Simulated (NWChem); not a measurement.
Program: NWChem. System: SSn, charge 0, spin multiplicity 1, at a geometry optimised with PBE0/def2-SVP with def2 effective core potentials on Sn. The structure started from a generated list of species. Level: TD-B3LYP/def2-SVPD with def2 effective core potentials on Sn, VWN1-RPA local correlation.

Input file:

```
start mol
memory heap 200 mb stack 900 mb global 1100 mb
geometry units angstroms nocenter noautoz
  Sn     0.000000     0.000000     0.538800
  S      0.000000     0.000000    -1.683750
  symmetry group C2v
end
basis spherical
  * library def2-svpd
end
ecp
  Sn library def2-ecp
end
dft
  xc b3lyp
  semidirect memsize 60000000 filesize 0
  iterations 100
end
tddft
  rpa
  nroots 5
  notriplet
  thresh 1e-4
end
task tddft energy
```

Part of the output:

```
             Northwest Computational Chemistry Package (NWChem) 7.3.0
             --------------------------------------------------------

                                NWChem Input Module
                                -------------------

 Scaling coordinates for geometry "geometry" by  1.889725989
 (inverse scale =  0.529177249)

 Turning off AUTOSYM since
 SYMMETRY directive was detected!

                             Geometry "geometry" -> ""
                             -------------------------

 Output coordinates in angstroms (scale by  1.889725989 to convert to a.u.)

  No.       Tag          Charge          X              Y              Z
 ---- ---------------- ---------- -------------- -------------- --------------
    1 Sn                  50.0000     0.00000000     0.00000000     0.53880000
    2 S                   16.0000     0.00000000     0.00000000    -1.68375000

 Effective nuclear repulsion energy (a.u.)     190.4757144720

            Nuclear Dipole moment (a.u.)
            ----------------------------
        X                 Y               Z
 ---------------- ---------------- ----------------
     0.0000000000     0.0000000000    -0.0000000000

      Symmetry information
      --------------------

 Group name             C2v
 Group number             16
 Group order               4
 No. of unique centers     2

      Symmetry unique atoms

     1    2


 Summary of "ao basis" -> "" (spherical)
 ------------------------------------------------------------------------------
       Tag                 Description            Shells   Functions and Types
 ---------------- ------------------------------  ------  ---------------------
 *                         def2-svpd                  on all atoms

                                 NWChem DFT Module
                                 -----------------

 Summary of "ao basis" -> "ao basis" (spherical)
 ------------------------------------------------------------------------------
       Tag                 Description            Shells   Functions and Types
 ---------------- ------------------------------  ------  ---------------------
[...]
            d_CD2 =  -0.3396 Angstrom
            d_CD3 =   4.3649 Angstrom
     Pearson C.C. =  -0.0021

     Occ.   18  b2  ---  Virt.   20  b1   0.70680 X
     Occ.   19  b1  ---  Virt.   21  b2   0.70680 X
  ----------------------------------------------------------------------------
  Root   3 singlet a1             0.123937928 a.u.                3.3725 eV
  ----------------------------------------------------------------------------
     Transition Moments    X  0.00000   Y  0.00000   Z -0.00000
     Transition Moments   XX -0.88048  XY  0.00000  XZ  0.00000
     Transition Moments   YY  0.88048  YZ -0.00000  ZZ  0.00000
     Dipole Oscillator Strength                    0.0000000000
     Electric Quadrupole                           0.0000000079
     Magnetic Dipole                               0.0000000000
     Total Oscillator Strength                     0.0000000079

          sigma_e =   2.0283 Angstrom
          sigma_h =   1.5324 Angstrom
         |d_h->e| =   1.4407 Angstrom
            d_exc =   2.9242 Angstrom
            d_CD1 =   1.9366 Angstrom
            d_CD2 =  -0.3396 Angstrom
            d_CD3 =   4.3649 Angstrom
     Pearson C.C. =  -0.0021

     Occ.   18  b2  ---  Virt.   21  b2  -0.70680 X
     Occ.   19  b1  ---  Virt.   20  b1   0.70680 X
  ----------------------------------------------------------------------------
  Root   4 singlet b1             0.134713757 a.u.                3.6657 eV
  ----------------------------------------------------------------------------
     Transition Moments    X -0.43883   Y -0.01923   Z -0.00000
     Transition Moments   XX -0.00000  XY -0.00000  XZ -2.88645
     Transition Moments   YY -0.00000  YZ -0.12646  ZZ  0.00000
     Dipole Oscillator Strength                    0.0173279865
     Electric Quadrupole                           0.0000001087
     Magnetic Dipole                               0.0000034820
     Total Oscillator Strength                     0.0173315771

          sigma_e =   2.0187 Angstrom
          sigma_h =   1.9208 Angstrom
         |d_h->e| =   0.8412 Angstrom
            d_exc =   2.9239 Angstrom
            d_CD1 =   0.9391 Angstrom
            d_CD2 =  -1.1286 Angstrom
            d_CD3 =   3.7650 Angstrom
     Pearson C.C. =  -0.0099

     Occ.   16  a1  ---  Virt.   20  b1  -0.07451 X
     Occ.   17  a1  ---  Virt.   20  b1   0.99657 X
     Occ.   17  a1  ---  Virt.   20  b1  -0.05668 Y
  ----------------------------------------------------------------------------
  Root   5 singlet b2             0.134713758 a.u.                3.6657 eV
  ----------------------------------------------------------------------------
     Transition Moments    X  0.01923   Y -0.43883   Z -0.00000
     Transition Moments   XX -0.00000  XY  0.00000  XZ  0.12646
     Transition Moments   YY -0.00000  YZ -2.88645  ZZ  0.00002
     Dipole Oscillator Strength                    0.0173278680
     Electric Quadrupole                           0.0000001087
     Magnetic Dipole                               0.0000034819
     Total Oscillator Strength                     0.0173314586

          sigma_e =   2.0187 Angstrom
          sigma_h =   1.9208 Angstrom
         |d_h->e| =   0.8411 Angstrom
            d_exc =   2.9239 Angstrom
            d_CD1 =   0.9390 Angstrom
            d_CD2 =  -1.1287 Angstrom
            d_CD3 =   3.7650 Angstrom
     Pearson C.C. =  -0.0099

     Occ.   16  a1  ---  Virt.   21  b2  -0.07451 X
     Occ.   17  a1  ---  Virt.   21  b2   0.99657 X
     Occ.   17  a1  ---  Virt.   21  b2  -0.05668 Y

              Target root =      1
          Target symmetry = none
      Ground state energy =   -612.503344589124
        Excitation energy =      0.114528106797
     Excited state energy =   -612.388816482327

  stored tddft:energy   -612.38881648232734

 Task  times  cpu:       72.0s     wall:       72.0s

 Total times  cpu:       72.1s     wall:       72.1s
```
